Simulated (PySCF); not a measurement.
A series of related compounds: `O=C(Cl)[C@@H](F)CC(F)(F)F`, C$_{4}$H$_{3}$ClF$_{4}$O; `C=CC[C@H](F)C(=O)F`, C$_{5}$H$_{6}$F$_{2}$O; `C=CC[C@H](F)C(=O)Cl`, C$_{5}$H$_{6}$ClFO; SMILES O=C(Cl)[C@@H](F)CF, C$_{3}$H$_{3}$ClF$_{2}$O.

PySCF calculation with GIAO PBE0/pcSseg-1 shieldings and coordinates at the GFN2-xTB level; gas phase, a single conformation, non-relativistic Hamiltonian, equivalent nuclei averaged.

References, each an isolated molecule treated in the same way: ¹⁷O (σref 336.08) vs H2O.

How does the ¹⁷O shift change along the series?

Results:


```json
{"compound": "O=C(Cl)[C@@H](F)CC(F)(F)F", "change": "vinyl replaced by CF3", "δ (ppm)": "599.8", "HOMO–LUMO gap (eV)": "7.29"}
{"compound": "C=CC[C@H](F)C(=O)F", "change": "Cl replaced by F", "δ (ppm)": "463.9", "HOMO–LUMO gap (eV)": "7.19"}
{"compound": "C=CC[C@H](F)C(=O)Cl", "change": "base", "δ (ppm)": "612.1", "HOMO–LUMO gap (eV)": "6.57"}
{"compound": "O=C(Cl)[C@@H](F)CF", "change": "vinyl replaced by F", "δ (ppm)": "628.6", "HOMO–LUMO gap (eV)": "7.13"}
```
